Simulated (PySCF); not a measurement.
## Magnetisability and related constants of `C1C(NNC(CC)(C)C)C1`, C₈H₁₈N₂

Level of theory: GIAO revPBE/MINI magnetisability, rotational g tensor and spin-rotation constants, non-relativistic, gas phase (PySCF 2.14.0). Geometry: GFN2-xTB.

Input:
```
{"job": {"kind": "mag", "xc": "revPBE", "basis": "MINI"}, "charge": 0, "multiplicity": 1}
C     -2.817422     0.993597    -1.169193
C     -1.380178     0.934034    -0.669145
C     -1.093150    -0.119812     0.413457
C     -1.485514    -1.529954    -0.055943
C     -1.820419     0.209068     1.718107
N      0.338342    -0.017899     0.703803
N      1.164087    -0.311280    -0.408840
C      2.394754     0.411328    -0.356172
C      3.620305    -0.128721     0.337008
C      3.560755    -0.055625    -1.163784
H     -3.508439     1.227567    -0.363089
H     -3.116996     0.052622    -1.623026
H     -2.905254     1.773060    -1.923125
H     -0.713113     0.725768    -1.506820
H     -1.096992     1.905237    -0.260128
H     -2.565474    -1.630776    -0.109715
H     -1.112923    -2.275390     0.646828
H     -1.064354    -1.732391    -1.037919
H     -1.575980    -0.524129     2.484950
H     -1.520651     1.191565     2.072237
H     -2.895735     0.198505     1.568815
H      0.574502    -0.581989     1.522636
H      1.341631    -1.311728    -0.522161
H      2.207351     1.475281    -0.285024
H      4.265926     0.556400     0.863516
H      3.561999    -1.107045     0.792540
H      3.459258    -0.981351    -1.710987
H      4.162788     0.681412    -1.671706
```
Coordinates are in Å.

Command: `OMP_NUM_THREADS=1 python excited_run.py task.json out`

**Question.** Show the output.

**Answer.** Atoms count from 0.
```
coarse grid: 21976 points
cycle   1  E = -421.4563163660  dE =  1.318e+00  |g| = 3.953e-01  |ddm| = 7.652e+00
cycle   2  E = -421.4460412556  dE =  1.028e-02  |g| = 4.476e-01  |ddm| = 1.558e+00
cycle   3  E = -421.5131795609  dE = -6.714e-02  |g| = 3.551e-02  |ddm| = 8.070e-01
cycle   4  E = -421.5135466762  dE = -3.671e-04  |g| = 1.471e-02  |ddm| = 9.144e-02
cycle   5  E = -421.5136163924  dE = -6.972e-05  |g| = 2.839e-03  |ddm| = 3.076e-02
cycle   6  E = -421.5136189520  dE = -2.560e-06  |g| = 8.067e-04  |ddm| = 6.303e-03
final grid: 208344 points
cycle   7  E = -421.5076780831  dE = -3.481e-05  |g| = 1.048e-02  |ddm| = 4.632e-02
cycle   8  E = -421.5076715656  dE =  6.518e-06  |g| = 1.136e-02  |ddm| = 3.998e-02
cycle   9  E = -421.5077165321  dE = -4.497e-05  |g| = 6.701e-04  |ddm| = 2.091e-02
cycle  10  E = -421.5077166861  dE = -1.539e-07  |g| = 8.253e-05  |ddm| = 1.342e-03
cycle  11  E = -421.5077166881  dE = -2.047e-09  |g| = 3.639e-05  |ddm| = 2.107e-04
cycle  12  E = -421.5077166885  dE = -4.334e-10  |g| = 3.167e-06  |ddm| = 6.917e-05
converged SCF energy = -421.5077166885

Magnetisability tensor (1e-30 J/T^2)
    -2219.36      -64.08       16.46
      -64.08    -2228.55      -36.33
       16.46      -36.33    -2138.56
isotropic -2195.49   principal values   -2289.88  -2186.60  -2109.98
isotropic susceptibility -132.215 1e-6 cm^3/mol

Inertial axes            a          b          c
rot. const./GHz      2.5359     0.6406     0.5969
chi total          -133.401   -127.902   -135.344
chi diamagnetic    -684.879  -2124.070  -2267.133
chi paramagnetic    551.478   1996.168   2131.789
quadrupole/D A       -2.400      0.846      1.554
g nuclear            0.6566     0.5984     0.5976
g electronic        -0.6570    -0.6007    -0.5978
g total             -0.0004    -0.0023    -0.0002

Spin-rotation constants (kHz, H = +C I.J)
atom  isotope        aa         bb         cc
  5    14N        0.169      0.030      0.037
  6    14N        0.151      0.034      0.021
 10     1H       -0.172     -0.057     -0.061
 11     1H       -0.334     -0.086      0.003
 12     1H       -0.340     -0.004     -0.067
 13     1H       -0.172     -0.045     -0.052
 14     1H       -0.322     -0.080      0.008
 15     1H        0.032     -0.087     -0.080
 16     1H       -0.308     -0.016     -0.076
 17     1H       -0.257     -0.036     -0.059
 18     1H       -0.325     -0.004     -0.078
 19     1H       -0.322     -0.084      0.003
 20     1H        0.025     -0.086     -0.079
 21     1H       -0.364      0.008     -0.078
 22     1H       -0.364     -0.081     -0.007
 23     1H       -0.298     -0.069     -0.006
 24     1H       -0.247     -0.077     -0.027
 25     1H       -0.345     -0.033     -0.055
 26     1H       -0.348     -0.087     -0.002
 27     1H       -0.235     -0.040     -0.065
  0    13C*       0.214      0.053      0.048
  1    13C*       0.310      0.061      0.056
  2    13C*       0.243      0.089      0.076
  3    13C*       0.287      0.057      0.051
  7    13C*       0.350      0.055      0.037
  8    13C*       0.153      0.071      0.013
* in the singly substituted isotopologue
```

It took 70 s wall time on 1 thread of an Intel Xeon, shared host, peak memory 0.56 GiB.
